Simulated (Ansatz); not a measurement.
Input file for `C#C[SiH](F)Cl`:

```yaml
crystal:
  periodic: [false, false, false]
  atoms:
    - {symbol: C, position_ang: [-0.001810, -1.973274, -0.343661]}
    - {symbol: C, position_ang: [0.007283, -0.792004, -0.105235]}
    - {symbol: Si, position_ang: [0.071933, 0.977436, 0.257233]}
    - {symbol: F, position_ang: [-1.001639, 1.310766, 1.375532]}
    - {symbol: Cl, position_ang: [-0.396686, 2.032382, -1.414553]}
    - {symbol: H, position_ang: [-0.014464, -3.018357, -0.556291]}
    - {symbol: H, position_ang: [1.396485, 1.395049, 0.741274]}
basis:
  gaussian: {orbitals: def2-TZVPP}
correlation: {method: ccsd_t}
output: {orbitals: {seedname: orbitals}}
```

```sh
$ ansatz run in.yaml --threads 2 --pin off --events-out ev --progress --plain
```

Log, shortened:

```
Functional definition: HF
1244 factors; integrals over basis functions are off by at most 9.4e-4 eV
mean field evaluation 1: about -25165.7848 eV, gradient 3.6e1 eV
mean field evaluation 2: about -25166.1056 eV, gradient 3.6e1 eV
mean field evaluation 4: about -25168.9949 eV, gradient 3.6e0 eV
mean field evaluation 8: about -25169.0432 eV, gradient 2.4e-1 eV
mean field -25169.04335706 eV, -924.9452831818 hartree, gradient 2.8e-6 eV, S^2 0.000000; 0 other end points of the search recorded, 0 dependent functions left out
13 core orbitals not correlated: weight in the atoms' cores, before any rotation towards them, 1.000 or more for the frozen orbitals, at most 0.000 for the correlated occupied ones
reference -25169.04335706 eV, -924.9452831818 hartree; 14, 14 occupied and 178, 178 virtual orbitals, 1244 factors
second order -23.06577759 eV of doubles, -0.00000000 eV of singles
cycle   1  -23.19514682 eV  change   -1.3e-1 eV  update   1.1e-1
cycle   2  -23.75928313 eV  change   -5.6e-1 eV  update   3.2e-2
cycle   3  -23.88965458 eV  change   -1.3e-1 eV  update   1.5e-2
cycle   4  -23.88284965 eV  change    6.8e-3 eV  update   4.3e-3
cycle   5  -23.88314735 eV  change   -3.0e-4 eV  update   1.9e-3
cycle   6  -23.88485137 eV  change   -1.7e-3 eV  update   5.2e-4
cycle   7  -23.88498322 eV  change   -1.3e-4 eV  update   1.8e-4
cycle   8  -23.88498419 eV  change   -9.7e-7 eV  update   5.0e-5
cycle   9  -23.88501925 eV  change   -3.5e-5 eV  update   1.7e-5
cycle  10  -23.88502712 eV  change   -7.9e-6 eV  update   5.6e-6
perturbative correction -1.02227372 eV, -0.0375678661 hartree
Total energy: -25193.95065790 eV, -925.8606096045 hartree
```

Hardware: 2 threads of a server CPU on a shared host. Wall time 35 s, peak host memory 2.8 GiB.

Correlation energy per correlated electron: -0.890 eV. T1 diagnostic: 0.0118.
